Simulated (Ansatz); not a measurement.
Molecule: C$_{7}$H$_{13}$ (charge 0, doublet). It need not be the lowest isomer of its formula. 
Coordinates optimised at B3LYP-D3(BJ)/def2-TZVP (Ansatz, a quantum-chemistry and plane-wave program):
SMILES: [CH]1CCCCCC1
```xyz
20

C      0.2359     1.6540     0.2964
C     -1.0334     1.0118     0.7473
C     -1.5989    -0.0258    -0.2433
C     -0.9766    -1.4245    -0.1481
C      0.5434    -1.4724     0.0664
C      1.3516    -0.4361    -0.7224
C      1.4932     0.9108     0.0048
H      0.3065     2.7328     0.3671
H     -0.9004     0.5233     1.7266
H     -1.7800     1.7924     0.9062
H     -2.6766    -0.1186    -0.0854
H     -1.4746     0.3688    -1.2547
H     -1.4529    -1.9741     0.6693
H     -1.2264    -1.9704    -1.0627
H      0.7676    -1.3431     1.1299
H      0.8879    -2.4781    -0.1866
H      0.9091    -0.2830    -1.7113
H      2.3590    -0.8233    -0.8945
H      2.0235     0.7065     0.9528
H      2.1662     1.5595    -0.5635
```
Charge 0, spin multiplicity 2.

Quantity: atomisation energy (electronic, to ground-state atoms), in kcal/mol. Cores are frozen in the correlated levels unless marked. UHF or UKS for open shells. Spin-orbit coupling is left out. Non-relativistic. The coupled-cluster limit lacks core correlation, which all-electron functionals hold. CBS(X,Y): correlation extrapolated as X^-3; Hartree-Fock from the larger set. The bracket is a focal-point correction in the basis named.

```tsv
level	program	atomisation energy (kcal/mol)
HF/6-31G	Ansatz	1424.6
PBE/def2-TZVPD	Ansatz	1977.8
PBE0/def2-SVP	Ansatz	1983.1
PBE0/def2-TZVP	Ansatz	1959.2
MP2/cc-pVDZ	Ansatz	1839.1
CCSD(T)/cc-pVTZ	Ansatz	1904.3
RI-MP2/CBS(cc-pVTZ,cc-pVQZ)+[CCSD(T)-MP2]/cc-pVTZ	Ansatz	1945.7
```
